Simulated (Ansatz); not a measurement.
A run on C2H3F2NSi, SMILES `N=C1C(F)[SiH]1F` with other settings.

```yaml
crystal:
  periodic: [false, false, false]
  atoms:
    - {symbol: N, position_ang: [-1.763690, -0.505119, 0.788251]}
    - {symbol: C, position_ang: [-0.559592, -0.249310, 0.526447]}
    - {symbol: C, position_ang: [0.483129, -0.623515, -0.480501]}
    - {symbol: F, position_ang: [0.176652, -1.195309, -1.677722]}
    - {symbol: Si, position_ang: [0.599190, 1.139019, 0.159533]}
    - {symbol: F, position_ang: [1.911889, 1.561210, 0.949136]}
    - {symbol: H, position_ang: [-2.095874, -1.306867, 0.241985]}
    - {symbol: H, position_ang: [1.287345, -1.173730, 0.029520]}
    - {symbol: H, position_ang: [0.049351, 2.307319, -0.553849]}
basis:
  gaussian: {orbitals: 6-31G}
magnetization: {spin_polarized: true, initial_magnetization: 2}
hamiltonian: {xc: {name: HF}}
correlation: {active_space: {window: {electrons: 3, orbitals: 2}}}
scf: {lower_state_search: light}
```

```sh
$ ansatz run in.yaml --threads 4 --pin off --events-out ev --progress --plain --max-ram 10444MiB
```

Output, abridged:

```
Error: invalid value for `correlation.active_space`: it starts from restricted Hartree–Fock orbitals; set hamiltonian.xc: hf without magnetization.spin_polarized
```
